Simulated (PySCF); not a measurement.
SMILES O=Cc1cccc(O)c1 (C7H6O2), GFN2-xTB optimised geometry.

```
15

O     -1.20    -2.85    -0.01
C     -1.71    -1.77     0.00
C     -1.00    -0.49     0.00
C     -1.69     0.72     0.00
C     -0.99     1.91     0.00
C      0.39     1.92     0.00
C      1.10     0.71     0.00
O      2.45     0.76     0.00
C      0.40    -0.49     0.00
H     -2.82    -1.66     0.00
H     -2.77     0.72     0.00
H     -1.52     2.85     0.00
H      0.95     2.84     0.00
H      2.82    -0.13     0.00
H      0.92    -1.44     0.00
```

Density from PBE0/def2-TZVP in PySCF 2.14.0 at that geometry.

Minimum of the electron density along straight lines between bonded atoms, close to the bond critical point (lines longer than 1.1 times the sum of covalent radii, or with two minima, are not listed):

| bond | length / Å | ρ at the minimum / e bohr⁻³ | ∇²ρ there / e bohr⁻⁵ | position (fraction from the first atom) |
|---|---|---|---|---|
| O1–C2 | 1.205 | … | … | 0.67 |
| C2–C3 | 1.467 | 0.284 | -0.81 | 0.50 |
| C3–C4 | 1.393 | 0.317 | -0.93 | 0.50 |
| C4–C5 | 1.383 | 0.322 | -0.96 | 0.50 |
| C5–C6 | 1.382 | 0.322 | -0.96 | 0.50 |
| C6–C7 | 1.395 | 0.319 | -0.96 | 0.48 |
| C7–O8 | 1.355 | 0.298 | … | 0.34 |
| C3–C9 | 1.394 | 0.315 | -0.92 | 0.50 |
| C7–C9 | 1.386 | 0.323 | -0.96 | 0.52 |
| C2–H10 | 1.108 | 0.279 | -0.98 | 0.65 |
| C4–H11 | 1.080 | 0.287 | -1.03 | 0.65 |
| C5–H12 | 1.079 | 0.289 | -1.04 | 0.65 |
| C6–H13 | 1.078 | 0.289 | -1.04 | 0.65 |
| O8–H14 | 0.965 | 0.359 | -2.46 | 0.81 |
| C9–H15 | 1.082 | 0.286 | -1.02 | 0.65 |

Problem. Complete the blanks.

Solution. 
- O1–C2, ρ at the minimum / e bohr⁻³: 0.424
- O1–C2, ∇²ρ there / e bohr⁻⁵: 0.03
- C7–O8, ∇²ρ there / e bohr⁻⁵: -0.56
